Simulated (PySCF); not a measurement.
C5H4N (SMILES [c]1ccncc1), doublet (typed; the unrestricted solution is spin-contaminated), geometry from GFN2-xTB, with bond 8-4 at 2.0 times its length. Base run: M062X/3-21G in PySCF.

PySCF was given this input:
```python
from pyscf import gto, scf, dft

mol = gto.Mole()
mol.atom = '''
    N    -0.002148    0.000375    1.319852
    C     0.002278   -0.000398   -1.399618
    C     0.014711    1.134855    0.662254
    C    -0.016868   -1.134478    0.662848
    C    -0.015410   -1.193668   -0.735457
    C     0.017805    1.193250   -0.736081
    H     0.026340    2.039951    1.254501
    H    -0.043982   -2.943997    1.848289
    H    -0.027889   -2.149059   -1.235791
    H     0.031913    2.148356   -1.236915
'''
mol.basis = '3-21g'
mol.charge = 0
mol.spin = 1
mol.verbose = 4
mol.build()

mf = dft.UKS(mol)
mf.xc = 'm062x'
mf.kernel()
mf.analyze()
```

Variants of this job, named by their change:

| change | ΔE vs base (mEh) | SCF cycles | <S^2> | outcome |
|---|---|---|---|---|
| base | 0.000 | 19 | 1.151 | converged |
| DIIS = ADIIS | 0.000 | 41 | 1.151 | converged |
| conv_tol = 1e-6 | 0.000 | 14 | 1.151 | converged |
| solver = newton | 0.000 | - | 1.151 | converged |
| level_shift = 0.1 (with mf.max_cycle = 100) | 0.000 | 18 | 1.151 | converged |
| damp = 0.5; diis_start_cycle = 5 | 0.000 | 19 | 1.151 | converged |
| init_guess = 1e | 9.471 | 29 | 0.825 | another SCF solution |
| diis = off; damp = 0.6 (with mf.diis_start_cycle = 200; with mf.max_cycle = 150) | 0.000 | 83 | 1.151 | converged |
| diis = off (with mf.max_cycle = 100) | - | 100 | - | not converged |
| conv_tol_grad = 1e-7 | 0.000 | 28 | 1.151 | converged |
| conv_tol = 1e-7 | 0.000 | 15 | 1.151 | converged |
| conv_tol_grad = 1e-3 | 0.000 | 19 | 1.151 | converged |
| init_guess = atom | 0.000 | 20 | 1.151 | converged |

A guess, shift, damping, solver or small numerical setting can't move a converged solution much, so rows marked as another SCF solution ended in a different state.

Open shells are given as the SCF converged; they aren't shown to be the lowest states, and a large step between rows can be another state.
